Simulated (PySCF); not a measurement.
C3H2F3O, SMILES [CH]=C(O)C(F)(F)F, multiplicity 2. Atoms are numbered in the order given.

```xyz
9

C      1.3280     1.5461     0.0000
C      0.1429     0.9571     0.0000
O     -1.0755     1.5548     0.0000
C     -0.0087    -0.5547     0.0000
F     -0.6839    -0.9716    -1.0830
F     -0.6839    -0.9716     1.0830
F      1.1896    -1.1592     0.0000
H      2.3784     1.2751     0.0000
H     -0.9432     2.5167     0.0000
```
Charge 0, spin multiplicity 2.

Coordinates come from a TPSSh-D3(BJ)/def2-SVP optimisation. The isomer is the one that the SMILES or the coordinates give; other isomers of the formula were not compared. One conformer was computed; it need not be the lowest.

The numbers are results of PBE0/pcH-1 in PySCF, not measurements.

Unrestricted Kohn–Sham, ⟨S²⟩ = 0.766. Hyperfine tensors hold the contact and dipolar terms, without spin-orbit corrections.

Computed hyperfine couplings:
```
nucleus    A(iso) (MHz)  A(iso) (G)  dipolar principal values (MHz)
---------  ------------  ----------  ------------------------------
13C no. 1         302.3       107.9             -84.7, -54.0, 138.7
13C no. 2         -32.9       -11.8                -25.1, 2.9, 22.2
17O no. 3         -13.0        -4.6                -15.5, 1.8, 13.7
13C no. 4          74.0        26.4                -6.1, -4.7, 10.7
19F no. 5          14.7         5.2              -18.1, -15.3, 33.3
19F no. 6          14.7         5.2              -18.1, -15.3, 33.3
19F no. 7          10.7         3.8                -7.6, -7.6, 15.2
1H no. 8            3.2         1.1               -31.6, -9.3, 40.9
1H no. 9           -1.4        -0.5                -7.1, -4.4, 11.5
```
